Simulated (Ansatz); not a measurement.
Start from `CO[Si](O)(F)F` and change one atom or group to get `O[SiH](Cl)O[Si](O)(F)F`.

Ansatz, PBE0-D4/def2-TZVP geometries, multiplicity 1. Each molecule was computed in one conformer, which needn't be the lowest.

```json
{"property": "HOMO–LUMO gap (PBE0/def2-TZVPP) / eV", "`CO[Si](O)(F)F`": "9.64"}
{"property": "ideal-gas entropy at 298 K and 1 bar (rigid rotor, harmonic PBE0-D4/def2-TZVP) / J/(mol·K)", "`CO[Si](O)(F)F`": "369"}
{"property": "zero-point energy (PBE0-D4/def2-TZVP) / kJ/mol", "`CO[Si](O)(F)F`": "166.9"}
{"property": "HOMO energy (PBE/def2-TZVPP) / eV", "`CO[Si](O)(F)F`": "-7.40"}
{"property": "LUMO energy (ωB97M-V/def2-TZVPP) / eV", "`CO[Si](O)(F)F`": "2.10"}
{"property": "HOMO energy (B3LYP/def2-TZVPP) / eV", "`CO[Si](O)(F)F`": "-8.83"}
```

**Question.** What does the change do to each property? (Best estimate.)

**Answer.** Computed: 
```json
{"property": "HOMO–LUMO gap (PBE0/def2-TZVPP) / eV", "`O[SiH](Cl)O[Si](O)(F)F`": "9.31", "shift": "-0.33"}
{"property": "ideal-gas entropy at 298 K and 1 bar (rigid rotor, harmonic PBE0-D4/def2-TZVP) / J/(mol·K)", "`O[SiH](Cl)O[Si](O)(F)F`": "438", "shift": "69"}
{"property": "zero-point energy (PBE0-D4/def2-TZVP) / kJ/mol", "`O[SiH](Cl)O[Si](O)(F)F`": "136.7", "shift": "-30.2"}
{"property": "HOMO energy (PBE/def2-TZVPP) / eV", "`O[SiH](Cl)O[Si](O)(F)F`": "-7.74", "shift": "-0.34"}
{"property": "LUMO energy (ωB97M-V/def2-TZVPP) / eV", "`O[SiH](Cl)O[Si](O)(F)F`": "1.50", "shift": "-0.60"}
{"property": "HOMO energy (B3LYP/def2-TZVPP) / eV", "`O[SiH](Cl)O[Si](O)(F)F`": "-9.00", "shift": "-0.17"}
```

With PBE0 the HOMO falls by 0.21 eV and the LUMO falls by 0.55 eV, so the gap narrows by about 0.34 eV. PBE moves the HOMO by -0.34 eV and ωB97M-V by -0.10 eV. The zero-point energy changes by -30.2 kJ/mol with +3 modes. Modes under 60 cm⁻¹, often nearly free rotors, make the harmonic entropy too high.

B3LYP here is the variant with VWN-RPA as its local correlation; programs differ in this.
